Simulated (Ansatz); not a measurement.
The cluster Cd4⁻, relaxed as a doublet with UKS PBE0/def2-SVPD in Ansatz, starting from the GFN1-xTB geometry. Force threshold 0.02 eV/Å.

In the def2 sets Cd takes a core potential; there is no spin–orbit coupling. The highest occupied level of the charge -1 doublet lies above zero (up to 0.43 eV). It is a level of α spin, whose loss leaves a singlet; that state wasn't run at this geometry and level. The electron is either unbound and held by the finite basis, or the level is raised by self-interaction error. The relaxation made no stability test and no search for a lower SCF solution. The structure comes from a short search, and lower isomers may exist.

Start:

| atom | x (Å) | y (Å) | z (Å) |
| --- | --- | --- | --- |
| Cd1 | -0.836 | 1.303 | 1.495 |
| Cd2 | -1.817 | -1.225 | 0.069 |
| Cd3 | 1.826 | 1.226 | -0.058 |
| Cd4 | 0.828 | -1.304 | -1.506 |

Q: Estimate the energy that the relaxation releases and the steps that it takes.

A: 0.31 eV, in 9 steps; 44 s on 4 threads of Arm Neoverse V2 on a shared host. No frequencies were taken in this run, so the end may be a saddle point.

Q: Does the start keep its bonding and symmetry?

A: Bonds formed: Cd1–Cd4 (atoms count from 1). The end is the same structure that another start reached, the lowest one found. Point group C2h at the start, D2h at the end, both within 0.05 Å; within 0.015 Å the end is C2v.

Q: Predict the relaxed structure.

A: 
```xyz
4

Cd   -0.5773    0.9075    1.0277
Cd   -2.3382   -1.5867    0.0875
Cd    2.3474    1.5739   -0.0712
Cd    0.5680   -0.8946   -1.0440
```
Bond lengths (bridged metal pairs left out): 5 × Cd–Cd 2.98 to 3.19 Å.
